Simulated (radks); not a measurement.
All-electron atom: Re3+ in [Xe] 4f14 5d4 (the NIST ground configuration). All-electron calculation, Dirac Kohn-Sham, PBEsol, spin-unpolarised, spherical densities, point nucleus; open shells are shared between the two j in proportion to 2j + 1. Program: a radial shooting solver on a logarithmic mesh with Libxc functionals.

Radial electron density D(r) = 4 pi r^2 rho(r):

| r (bohr) | D(r) (e/bohr) |
|---|---|
| 0.0008937 | 7.061 |
| 0.001032 | 8.799 |
| 0.001192 | 10.93 |
| 0.001377 | 13.53 |
| 0.00159 | 16.67 |
| 0.001836 | 20.43 |
| 0.002104 | 24.64 |
| 0.002429 | 29.86 |
| 0.002806 | 35.90 |
| 0.00324 | 42.79 |
| 0.003742 | 50.49 |
| 0.004322 | 58.90 |
| 0.004991 | 67.81 |
| 0.005764 | 76.89 |
| 0.006657 | 85.71 |
| 0.007688 | 93.70 |
| 0.008878 | 100.3 |
| 0.01025 | 104.8 |
| 0.01184 | 106.8 |
| 0.01368 | 106.2 |
| 0.01579 | 103.4 |
| 0.01824 | 99.44 |
| 0.0209 | 95.99 |
| 0.02413 | 94.47 |
| 0.02787 | 96.80 |
| 0.03219 | 103.8 |
| 0.03717 | 114.5 |
| 0.04293 | 126.3 |
| 0.04958 | 135.2 |
| 0.05726 | 137.4 |
| 0.06613 | 131.7 |
| 0.07637 | 120.7 |
| 0.0882 | 110.3 |
| 0.1019 | 106.9 |
| 0.1176 | 112.6 |
| 0.1359 | 122.4 |
| 0.1569 | 126.6 |
| 0.1812 | 117.9 |
| 0.2076 | 98.97 |
| 0.2398 | 77.66 |
| 0.2769 | 66.44 |
| 0.3198 | 68.52 |
| 0.3693 | 76.11 |
| 0.4265 | 78.04 |
| 0.4926 | 69.27 |
| 0.5688 | 53.48 |
| 0.657 | 37.89 |
| 0.7587 | 27.02 |
| 0.8762 | 20.93 |
| 1.012 | 17.22 |
| 1.169 | 13.87 |
| 1.35 | 10.33 |
| 1.559 | 6.963 |
| 1.8 | 4.267 |
| 2.062 | 2.480 |
| 2.382 | 1.284 |
| 2.751 | 0.6012 |
| 3.177 | 0.2474 |
| 3.669 | 0.08604 |
| 4.237 | 0.02406 |
| 4.893 | 0.005142 |
| 5.651 | 0.0008000 |

D(r) has 4 maxima, at r = 0.0123, 0.0555, 0.154, 0.410 bohr, and minima at 0.0239, 0.100, 0.288 bohr, inside which lie 2.02, 11.14, 29.88 electrons.
